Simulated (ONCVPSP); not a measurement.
## Before and after: ONCV potential for magnesium (Mg)

magnesium, optimised norm-conserving Vanderbilt (ONCV), made with ONCVPSP 4.0.1 (PBE, scalar-relativistic). Core [Ne], reference 3s2. Waves: 3s: rc 1.80 bohr, ncon 3, nbas 6, qcut 4.4 1/bohr, 2 projectors, debl 1 Ha; p scattering state at 0.38 Ha: rc 1.80 bohr, ncon 3, nbas 7, qcut 5.3 1/bohr, local. Local part: the p channel. Core correction: Teter function, fcfact 1.5, rcfact 1.65.

Change: core [He], valence charge 10; reference 2s2 2p6 3s2; waves now 2s+3s: rc 1.20 bohr, ncon 3, nbas 7, qcut 10.6 1/bohr, 2 projectors; 2p: rc 0.90 bohr, ncon 5, nbas 9, qcut 11.8 1/bohr, 2 projectors, debl 2 Ha; local potential polynomial inside 0.75 bohr (lpopt 5, dvloc0 0 Ha).

Cutoffs: the cutoffs (Ha) at which the residual kinetic energy of the hardest occupied pseudo-wave falls to 1 and 0.1 mHa per electron; they do not see the model core or the augmentation charge, which bear on the density cutoff. Errors are all-electron minus pseudo energies relative to the spin-unpolarised reference configuration.

Q: What does the change do?

A: The potential gets harder (5.0 Ha and 34 Ha → 168 Ha and 309 Ha); the bound ghost in s disappears. The added semicore shells are compact, so their waves need more plane waves. Several settings change at once here, so the effects cannot be laid on one of them.

| quantity | base | changed |
| --- | --- | --- |
| cutoff, loose | 5.0 Ha | 168 Ha |
| cutoff, tight | 34 Ha | 309 Ha |
| bound ghosts | s | none |
| GHOST(+) flags under 300 eV | none | none |
| largest error over its own tests, meV | +55 | -1.3 |
| rms error of d²Exc/dni dnj with the model core, mHa | 0.31 | 1.60 |

Base: The cutoffs count occupied waves only; projector 2 of the s channel, the hardest unoccupied one, needs 20 Ha at the loose tolerance. A true bound ghost makes a file unfit for plane-wave use even where its test errors are small: the radial tests pick states by their node count and pass the ghost by.
